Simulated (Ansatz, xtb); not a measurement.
# Two isomers of C4H6ClFO

We compare X, `F[C@@H]1OCC[C@H]1Cl`, a singlet, with Y, `F[C@@H]1C[C@@H](Cl)CO1`, a singlet. Both are isolated molecules in the gas phase, relaxed with PBE-D3(BJ)/def2-SVP; each stands in its lowest conformer found.

Quicker runs give these differences E(Y) − E(X): GFN2-xTB −0.60 kcal/mol; HF/STO-3G −1.75 kcal/mol (at GFN2-xTB geometries); r2SCAN-D4/def2-SVP +1.80 kcal/mol (at GFN2-xTB geometries).

Q: Which of the two would you expect CCSD(T)/def2-SVP + ΔMP2/def2-TZVPP electronic energies to favour?

A: CCSD(T)/def2-SVP + ΔMP2/def2-TZVPP gives E(Y) − E(X) = +0.92 kcal/mol, slightly favouring structure X, which is too small a margin to settle the true order.

Level by level:

| level | geometry | E(Y) − E(X) (kcal/mol) | departure from the last row (kcal/mol) | job, with rough time for the two |
| --- | --- | --- | --- | --- |
| GFN2-xTB | GFN2-xTB | −0.60 | −1.52 | optimisation, 0.26 s |
| HF/STO-3G | GFN2-xTB | −1.75 | −2.67 | single point, 0.65 s |
| r2SCAN-D4/def2-SVP | GFN2-xTB | +1.80 | +0.88 | single point, 8.1 s |
| PBE-D3(BJ)/def2-SVP | PBE-D3(BJ)/def2-SVP | +1.44 | +0.51 | optimisation, 55 s |
| HF/def2-SVP | PBE-D3(BJ)/def2-SVP | +1.13 | +0.21 | part of the CCSD(T) run |
| MP2/def2-SVP | PBE-D3(BJ)/def2-SVP | +2.15 | +1.23 | part of the CCSD(T) run |
| CCSD(T)/def2-SVP | PBE-D3(BJ)/def2-SVP | +2.01 | +1.08 | single point |
| CCSD(T)/def2-SVP + ΔMP2/def2-TZVPP | PBE-D3(BJ)/def2-SVP | +0.92 |  | single point, 2.2 min |

As drawn, both hold the same kinds of bond in the same numbers.

The largest departure from CCSD(T)/def2-SVP + ΔMP2/def2-TZVPP is that of HF/STO-3G, 2.67 kcal/mol. The last row adds to CCSD(T) the change of the MP2 difference between the two basis sets, here −1.08 kcal/mol.

With thermal terms from frequencies at re-optimised GFN2-xTB minima (ideal gas, soft modes damped towards free rotors, one conformer each, 298.15 K, 1 atm): the zero-point term adds +0.13 kcal/mol; ΔH is +0.96 and ΔG +1.25 kcal/mol.

The correlated steps freeze 11 core orbitals. Programs: Ansatz 0.2.0, xtb 6.7.1; the last row on 2 threads of Arm Neoverse V1 on a shared host.
